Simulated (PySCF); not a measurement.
PySCF input (TPSSh/def2-TZVPD):

```python
from pyscf import gto, scf, dft

mol = gto.M(
    atom='''
    C    -0.94901568   -1.01257508   -0.70983657
    C     0.24450480   -0.15921795   -0.50834521
    C     1.47745255   -0.93710708   -0.00339696
    C    -0.01269762    1.02923577    0.39617433
    O    -1.07127765    1.32092208    0.88490891
    H    -1.91551138   -0.69633897   -0.34811773
    H    -0.86170769   -1.94172886   -1.25473583
    H     0.54655876    0.30012272   -1.46861752
    H     1.74151269   -1.72302001   -0.71078265
    H     2.34084479   -0.27775317    0.10752371
    H     1.26900241   -1.40259850    0.96069998
    H     0.88805747    1.65192600    0.58718537
    ''',
    basis='def2-tzvpd',
    charge=0,
    spin=1,
    verbose=4,
)

mf = dft.UKS(mol, xc='tpssh').density_fit(auxbasis='def2-universal-jkfit')
mf.grids.level = 3
mf.conv_tol = 1e-9
mf.max_cycle = 100
mf.max_memory = 1500
mf.kernel()
if not mf.converged:
    mf = mf.newton()
    mf.kernel(mf.make_rdm1())
for _ in range(2):
    mo, _, stable, _ = mf.stability(return_status=True)
    if stable:
        break
    mf.kernel(mf.make_rdm1(mo, mf.mo_occ))
mf.analyze()
```

Output:

```
PySCF version 2.14.0

[INPUT] verbose = 4
[INPUT] num. atoms = 12
[INPUT] num. electrons = 39
[INPUT] charge = 0
[INPUT] spin (= nelec alpha-beta = 2S) = 1
[INPUT] symmetry False subgroup None
[INPUT] Mole.unit = angstrom
[INPUT] Symbol           X                Y                Z      unit          X                Y                Z       unit  Magmom
[INPUT]  1 C     -0.949015680000  -1.012575080000  -0.709836570000 AA   -1.793379723118  -1.913489581760  -1.341396710501 Bohr   0.0
[INPUT]  2 C      0.244504800000  -0.159217950000  -0.508345210000 AA    0.462047108142  -0.300878319615  -0.960633223635 Bohr   0.0
[INPUT]  3 C      1.477452550000  -0.937107080000  -0.003396960000 AA    2.791980681540  -1.770875730591  -0.006419324056 Bohr   0.0
[INPUT]  4 C     -0.012697620000   1.029235770000   0.396174330000 AA   -0.023995024234   1.944973722906   0.748660981283 Bohr   0.0
[INPUT]  5 O     -1.071277650000   1.320922080000   0.884908910000 AA   -2.024421361868   2.496180963091   1.672235485087 Bohr   0.0
[INPUT]  6 H     -1.915511380000  -0.696338970000  -0.348117730000 AA   -3.619791896688  -1.315889943162  -0.657847168805 Bohr   0.0
[INPUT]  7 H     -0.861707690000  -1.941728860000  -1.254735830000 AA   -1.628391533532  -3.669335753564  -2.371107077379 Bohr   0.0
[INPUT]  8 H      0.546558760000   0.300122720000  -1.468617520000 AA    1.032846367382   0.567149744560  -2.775284894538 Bohr   0.0
[INPUT]  9 H      1.741512690000  -1.723020010000  -0.710782650000 AA    3.290982026555  -3.256035926045  -1.343184542593 Bohr   0.0
[INPUT] 10 H      2.340844790000  -0.277753170000   0.107523710000 AA    4.423555553215  -0.524877421530   0.203190363797 Bohr   0.0
[INPUT] 11 H      1.269002410000  -1.402598500000   0.960699980000 AA    2.398067006313  -2.650527027726   1.815459850075 Bohr   0.0
[INPUT] 12 H      0.888057470000   1.651926000000   0.587185370000 AA    1.678185401174   3.121687718048   1.109619533651 Bohr   0.0

nuclear repulsion = 168.087985520814
number of shells = 101
number of NR pGTOs = 340
number of NR cGTOs = 251
basis = def2-tzvpd
ecp = {}

******** <class 'pyscf.df.df_jk.DFUKS'> ********
method = DFUKS
initial guess = minao
damping factor = 0
level_shift factor = 0
DIIS = <class 'pyscf.scf.diis.CDIIS'>
diis_start_cycle = 1
diis_space = 8
diis_damp = 0
SCF conv_tol = 1e-09
SCF conv_tol_grad = None
SCF max_cycles = 100
direct_scf = False
number electrons alpha = 20  beta = 19
XC library pyscf.dft.libxc version 7.1.2
    S. Lehtola, C. Steigemann, M. J. T. Oliveira, and M. A. L. Marques,  SoftwareX 7, 1–5 (2018)
XC functionals = tpssh
    V. N. Staroverov, G. E. Scuseria, J. Tao, and J. P. Perdew,  J. Chem. Phys. 119, 12129 (2003)
radial grids:
    Treutler-Ahlrichs [JCP 102, 346 (1995); DOI:10.1063/1.469408] (M4) radial grids

becke partition: Becke, JCP 88, 2547 (1988); DOI:10.1063/1.454033
pruning grids: <function nwchem_prune>
grids dens level: 3
symmetrized grids: False
atomic radii adjust function: <function treutler_atomic_radii_adjust>
small_rho_cutoff = 0
Set gradient conv threshold to 3.16228e-05
tot grids = 139216
******** <class 'pyscf.df.df.DF'> ********
[...]
  beta  nocc = 19  HOMO = -0.244118103314985  LUMO = -0.0747805951156124
  HOMO = -0.207749699668  LUMO = -0.0747805951156  gap/eV = 3.61827
Extra cycle  E= -231.890730890276  delta_E= 1.31e-10  |g|= 2.42e-05  |ddm|= 3.84e-05
converged SCF energy = -231.890730890276  <S^2> = 0.7555472  2S+1 = 2.0055395
uhf_internal: lowest eigs of H = [0.2297226  0.27721198 0.2986776 ]
<class 'pyscf.df.df_jk.DFUKS'> wavefunction is stable in the internal stability analysis
**** SCF Summaries ****
Total Energy =                        -231.890730890276359
Nuclear Repulsion Energy =             168.087985520814186
One-electron Energy =                 -645.782947005512028
Two-electron Energy =                  245.804230594421455
Two-electron Coulomb Energy =          278.733091202709318
DFT Exchange-Correlation Energy =      -32.928860608287863
HOMO-LUMO gap [eV] =                     3.618273632698793
**** MO energy ****
                             alpha | beta                alpha | beta
MO #1   energy= -19.0567807276878  | -19.0568683668537  occ= 1 | 1
MO #2   energy= -10.2010796905806  | -10.2008180491623  occ= 1 | 1
MO #3   energy= -10.1404683997183  | -10.1415793806774  occ= 1 | 1
MO #4   energy= -10.1256086507223  | -10.1239330370815  occ= 1 | 1
MO #5   energy= -10.1246933343353  | -10.1101442976211  occ= 1 | 1
MO #6   energy= -1.03233347660382  | -1.03236652042504  occ= 1 | 1
MO #7   energy= -0.799886118115246 | -0.79298592764615  occ= 1 | 1
MO #8   energy= -0.678879606047062 | -0.663889072772697 occ= 1 | 1
MO #9   energy= -0.635868628037564 | -0.623670447281288 occ= 1 | 1
MO #10  energy= -0.537223860366588 | -0.529645413795087 occ= 1 | 1
MO #11  energy= -0.483333998099329 | -0.479632816642553 occ= 1 | 1
MO #12  energy= -0.447235827328127 | -0.44256045913367  occ= 1 | 1
MO #13  energy= -0.436351594233012 | -0.434369971349662 occ= 1 | 1
MO #14  energy= -0.400732654566999 | -0.398502773851174 occ= 1 | 1
MO #15  energy= -0.386143832886659 | -0.383309116180018 occ= 1 | 1
MO #16  energy= -0.375784398442855 | -0.372593472501691 occ= 1 | 1
MO #17  energy= -0.355778324530316 | -0.351320691102744 occ= 1 | 1
MO #18  energy= -0.350374637831621 | -0.34490631939496  occ= 1 | 1
MO #19  energy= -0.244457311251459 | -0.244118103314985 occ= 1 | 1
MO #20  energy= -0.207749699667634 | -0.0747805951156124 occ= 1 | 0
MO #21  energy= -0.0495829145365825 | -0.0466635523103598 occ= 0 | 0
MO #22  energy= 0.00418524808904763 | 0.00759600262042071 occ= 0 | 0
MO #23  energy= 0.0277534242905372 | 0.0314012968278671 occ= 0 | 0
MO #24  energy= 0.0287676338586227 | 0.0334403975092781 occ= 0 | 0
MO #25  energy= 0.0350790964685328 | 0.0365359450350722 occ= 0 | 0
MO #26  energy= 0.0607874243386522 | 0.0633018480340584 occ= 0 | 0
MO #27  energy= 0.0706314688249762 | 0.0727283982120534 occ= 0 | 0
MO #28  energy= 0.0769871376092663 | 0.0794971075214745 occ= 0 | 0
MO #29  energy= 0.087721964112045  | 0.0896732520434596 occ= 0 | 0
MO #30  energy= 0.105188674503734  | 0.108542990573576  occ= 0 | 0
MO #31  energy= 0.109533599959521  | 0.113518970714514  occ= 0 | 0
MO #32  energy= 0.116984761731612  | 0.118958845486679  occ= 0 | 0
MO #33  energy= 0.128665486222962  | 0.133314965904039  occ= 0 | 0
MO #34  energy= 0.134445748878704  | 0.137202563281876  occ= 0 | 0
MO #35  energy= 0.138038590170016  | 0.144580030475396  occ= 0 | 0
MO #36  energy= 0.151852731796888  | 0.159118034104989  occ= 0 | 0
MO #37  energy= 0.157445637076443  | 0.161127146358806  occ= 0 | 0
MO #38  energy= 0.164880720064306  | 0.169335860263813  occ= 0 | 0
MO #39  energy= 0.168113348426855  | 0.176029435514335  occ= 0 | 0
MO #40  energy= 0.190814667806558  | 0.194719640681131  occ= 0 | 0
MO #41  energy= 0.20808089642464   | 0.21422054739707   occ= 0 | 0
MO #42  energy= 0.221968017942884  | 0.225134114839676  occ= 0 | 0
MO #43  energy= 0.224085866848884  | 0.228431693954537  occ= 0 | 0
MO #44  energy= 0.237842134608824  | 0.241410123451695  occ= 0 | 0
MO #45  energy= 0.238825680963679  | 0.243430683800436  occ= 0 | 0
MO #46  energy= 0.247701355587774  | 0.251000983125547  occ= 0 | 0
MO #47  energy= 0.25015501964059   | 0.252217268559484  occ= 0 | 0
MO #48  energy= 0.252463157910192  | 0.257920114008056  occ= 0 | 0
MO #49  energy= 0.256749204160282  | 0.260806027106187  occ= 0 | 0
MO #50  energy= 0.264797287669155  | 0.267501996722726  occ= 0 | 0
MO #51  energy= 0.277790563398128  | 0.28105940561838   occ= 0 | 0
MO #52  energy= 0.287996352696567  | 0.289980729011869  occ= 0 | 0
MO #53  energy= 0.291627295086846  | 0.295054509788568  occ= 0 | 0
MO #54  energy= 0.294943435216668  | 0.298101908822261  occ= 0 | 0
MO #55  energy= 0.296571228678004  | 0.300117218963468  occ= 0 | 0
MO #56  energy= 0.3019659309045    | 0.308744633815992  occ= 0 | 0
MO #57  energy= 0.310541737395061  | 0.315339324789586  occ= 0 | 0
MO #58  energy= 0.319960784730243  | 0.325911435632249  occ= 0 | 0
MO #59  energy= 0.325265498666774  | 0.329238234239907  occ= 0 | 0
MO #60  energy= 0.342010624198542  | 0.345053982070754  occ= 0 | 0
MO #61  energy= 0.343402689823488  | 0.346645029007882  occ= 0 | 0
MO #62  energy= 0.351247141422978  | 0.354618737181173  occ= 0 | 0
MO #63  energy= 0.368401345959247  | 0.374320023725169  occ= 0 | 0
MO #64  energy= 0.376699276255269  | 0.382777789358549  occ= 0 | 0
MO #65  energy= 0.386029088350479  | 0.389935038507318  occ= 0 | 0
MO #66  energy= 0.392832317257089  | 0.396796501432043  occ= 0 | 0
MO #67  energy= 0.398981588612907  | 0.402321031193855  occ= 0 | 0
MO #68  energy= 0.405520891839632  | 0.408223536212312  occ= 0 | 0
MO #69  energy= 0.407495349251354  | 0.411664259769008  occ= 0 | 0
MO #70  energy= 0.416620707233961  | 0.419070877380581  occ= 0 | 0
MO #71  energy= 0.42497368667806   | 0.428602177272666  occ= 0 | 0
MO #72  energy= 0.436624166380733  | 0.439934419041055  occ= 0 | 0
MO #73  energy= 0.443344450229047  | 0.447740098618315  occ= 0 | 0
MO #74  energy= 0.449069317981029  | 0.45481804753178   occ= 0 | 0
MO #75  energy= 0.462931399669412  | 0.464531512561665  occ= 0 | 0
MO #76  energy= 0.464031117415173  | 0.469931961034889  occ= 0 | 0
MO #77  energy= 0.474299640036702  | 0.477883866098419  occ= 0 | 0
MO #78  energy= 0.476193132398074  | 0.478769979177812  occ= 0 | 0
MO #79  energy= 0.488546253532695  | 0.496031365272272  occ= 0 | 0
MO #80  energy= 0.48986271275342   | 0.502930786980551  occ= 0 | 0
MO #81  energy= 0.516824954844904  | 0.51990706627068   occ= 0 | 0
MO #82  energy= 0.527298111422406  | 0.532173875876902  occ= 0 | 0
MO #83  energy= 0.541541600510647  | 0.548618892336388  occ= 0 | 0
MO #84  energy= 0.561064177654513  | 0.563774485241341  occ= 0 | 0
MO #85  energy= 0.569773252170626  | 0.57270632769917   occ= 0 | 0
MO #86  energy= 0.583976337405064  | 0.586895288533335  occ= 0 | 0
MO #87  energy= 0.587416648933316  | 0.595304549843132  occ= 0 | 0
MO #88  energy= 0.595937162680156  | 0.603355969267351  occ= 0 | 0
MO #89  energy= 0.620027990760567  | 0.622871494936657  occ= 0 | 0
MO #90  energy= 0.631271787986441  | 0.636503627251521  occ= 0 | 0
MO #91  energy= 0.646797078390335  | 0.65128433121691   occ= 0 | 0
MO #92  energy= 0.653799535706697  | 0.656747440400352  occ= 0 | 0
MO #93  energy= 0.661505721387343  | 0.66704244764563   occ= 0 | 0
MO #94  energy= 0.669834549149421  | 0.67372776187141   occ= 0 | 0
MO #95  energy= 0.681500276826456  | 0.687154602365262  occ= 0 | 0
MO #96  energy= 0.692364872234745  | 0.694733174151704  occ= 0 | 0
MO #97  energy= 0.693665174875294  | 0.69686938013488   occ= 0 | 0
MO #98  energy= 0.70044874985492   | 0.703671253259758  occ= 0 | 0
MO #99  energy= 0.709644567647874  | 0.714651691142547  occ= 0 | 0
MO #100 energy= 0.71164458615776   | 0.717725253639882  occ= 0 | 0
MO #101 energy= 0.726034747712848  | 0.737573934017405  occ= 0 | 0
MO #102 energy= 0.734956662693132  | 0.739926497058414  occ= 0 | 0
MO #103 energy= 0.744026828480327  | 0.747458804585037  occ= 0 | 0
MO #104 energy= 0.763562642823059  | 0.77077056108468   occ= 0 | 0
[...]
```

It need not be the lowest isomer of its formula.
